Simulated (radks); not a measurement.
The numbers below are computed, except where a source is named.
Species: Au11+. Configuration: [Xe] 4f14 (the NIST ground configuration). Level of theory: scalar-relativistic Kohn-Sham, SCAN, spin-polarised, spherical densities, finite nucleus; meta-GGA in the generalised Kohn-Sham scheme; Fermi nuclear charge, rms radius 5.4371 fm (a radial shooting solver on a logarithmic mesh with Libxc functionals).

Unscreened Slater integrals over Kohn-Sham orbitals (hartree). They are taken over the spin-up orbitals.

integral     value
F0(5p,5p)  0.91202
F2(5p,5p)  0.49849
F0(5p,4f)   1.1100
F2(5p,4f)  0.36063
G2(5p,4f)  0.13402
G4(5p,4f)  0.11599
F0(5p,5s)  0.95544
G1(5p,5s)  0.64822
F0(4f,4f)   1.8636
F2(4f,4f)  0.93173
F4(4f,4f)  0.59465
F6(4f,4f)  0.43081
F0(4f,5s)   1.2054
G3(4f,5s)  0.16443
F0(5s,5s)   1.0088
